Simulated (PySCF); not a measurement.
Isomers of C3H14OSi3, one GFN2-xTB conformer each. Single-point energies are computed at PBE0/pcSseg-1 (PySCF, gas phase, no added dispersion term), electronic only.

```
                   SMILES  GFN2-xTB relative energy (kJ/mol)
 COC[Si](C)([SiH3])[SiH3]                              365.1
C[SiH2]O[Si@@H](C)C[SiH3]                                0.0
```

Conformers: `[CH3:1][O:2][CH2:3][Si:4]([CH3:5])([SiH3:6])[SiH3:7]` with C1–O2–C3–Si4 -179°, O2–C3–Si4–C5 180°; `[CH3:1][SiH2:2][O:3][Si@@H:4]([CH3:5])[CH2:6][SiH3:7]` with C1–Si2–O3–Si4 -60°, Si2–O3–Si4–C5 -76°, O3–Si4–C6–Si7 180°.

**Question.** What does PBE0/pcSseg-1 give for the same structures?

**Answer.** 
```csv
SMILES,PBE0/pcSseg-1 E (Eh),PBE0/pcSseg-1 (kJ/mol),GFN2-xTB (kJ/mol),point group
C[SiH2]O[Si@@H](C)C[SiH3],-1065.89700,0.0,0.0,C1
COC[Si](C)([SiH3])[SiH3],-1065.77085,331.2,365.1,–
```

Both levels put the same isomer lowest. As drawn, the lower has an Si–O bond, which the higher lacks; the higher has an Si–Si bond, which the lower lacks.

**Question.** Which frontier levels, dipoles and rotational constants go with these structures?

**Answer.** 
```tsv
SMILES	HOMO (eV, PBE0/pcSseg-1)	LUMO (eV)	dipole (D)	A, B, C (MHz)
C[SiH2]O[Si@@H](C)C[SiH3]	-8.04	0.72	1.10	2286, 679.5, 563.4
COC[Si](C)([SiH3])[SiH3]	-7.58	-0.37	2.04	1261, 1012, 790.4
```
